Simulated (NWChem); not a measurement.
H2BF

```xyz
4

B      0.0000     0.0000    -0.6756
H      1.0798     0.0000    -1.2399
H     -1.0798     0.0000    -1.2399
F      0.0000     0.0000     0.6509
```
Charge 0, spin multiplicity 1.

Everything below was run with NWChem. Structure: optimised with PBE/def2-SVP, a minimum by its harmonic frequencies.

Symmetry labels belong to the abelian group C2v used in the runs, with the axes of the coordinates shown; states degenerate in a higher group split over its labels.

The structure started from a generated list of species.

Question: List the lowest 3 singlet excitations that CIS/def2-SVPD gives, with oscillator strengths.

Answer: 
| state | symmetry | energy (eV) | wavelength (nm) | f |
|---|---|---|---|---|
| 1 | a2 | 7.03 | 176 | 0.000 |
| 2 | b1 | 10.29 | 121 | 0.124 |
| 3 | b1 | 11.17 | 111 | 0.013 |
